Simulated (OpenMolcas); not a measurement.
Computed levels of 3d3 in ions with 21 electrons, in cm-1 above 4F 3/2.

| Item | Value |
| --- | --- |
| Program | OpenMolcas |
| Method | SS-CASPT2, IPEA 0.25 Eh, imaginary shift 0.1 Eh |
| Basis | ANO-RCC-VQZP |
| Scalar Hamiltonian | DKH2, point nucleus |
| Spin-orbit coupling | RASSI with atomic mean-field integrals over the reference wave functions, term energies averaged over their components |

Active space for each ion: 3 electrons in 5 orbitals (3d); closed shells correlated by CASPT2: 3s 3p.

```tsv
Level	V2+	Cr3+	Mn4+	Fe5+	Ni7+
4F 5/2	155	248	363	520	950
4F 7/2	367	586	854	1220	2210
4F 9/2	633	1006	1460	2070	3710
2G 7/2	11620	14660	17830	20890	26320
2G 9/2	11850	15020	18340	21600	27510
4P 1/2	12160	14470	17060	19630	24230
4P 3/2	12230	14580	17210	19830	24500
4P 5/2	12410	14860	17630	20450	25700
2D 3/2(1)	15900	19880	23840	27540	34140
```

Question: Estimate 4F 9/2, 2G 7/2, 2G 9/2 for Co6+ from its neighbours Fe5+ and Ni7+.

Answer: 4F 9/2 is fine structure, which grows about as the fourth power of a screened charge, so the fourth roots are averaged: ((2070^0.25 + 3710^0.25) / 2)^4 = 2801. The calculation gives 2870, so the estimate is off by -2.4 %; the measured value is 2723 (Sugar and Corliss, J. Phys. Chem. Ref. Data 10, 1097 (1981)).
2G 7/2 is another term, which grows about linearly with the charge: (20890 + 26320) / 2 = 23605. The calculation gives 23560, so the estimate is off by +0.2 %.
2G 9/2 is another term, which grows about linearly with the charge: (21600 + 27510) / 2 = 24555. The calculation gives 24500, so the estimate is off by +0.2 %.

Mixed levels, with the weight of the term that names them: Cr3+ 2D 3/2(1) (69 %), Mn4+ 2D 3/2(1) (66 %), Fe5+ 2D 3/2(1) (63 %), Co6+ 2D 3/2(1) (66 %), Ni7+ 2D 3/2(1) (65 %).

CASPT2 does not keep the components of a term degenerate, so their means are used; among the terms shown or strongly mixed into the levels shown the widest spread is 870 cm-1 (3d3 4F, Mn4+). The CASPT2 spread within a term exceeds the gap to the next term for 3d3 2D(1) and 3d3 2P, so the order of their levels is uncertain, and so are names and mixing where such terms share a J (figures for Cr3+; the like holds for Mn4+, Fe5+, Co6+, Ni7+). Measured partners are found by configuration, term and J. A level has none where our copy of the source lacks it or the pairing is in doubt (some pairs that miss far off the trend of their configuration count as doubtful), and it then counts in no deviation. Only configurations of the active space appear.

A number in round brackets counts repeated terms of one configuration in the order of the reference energies.
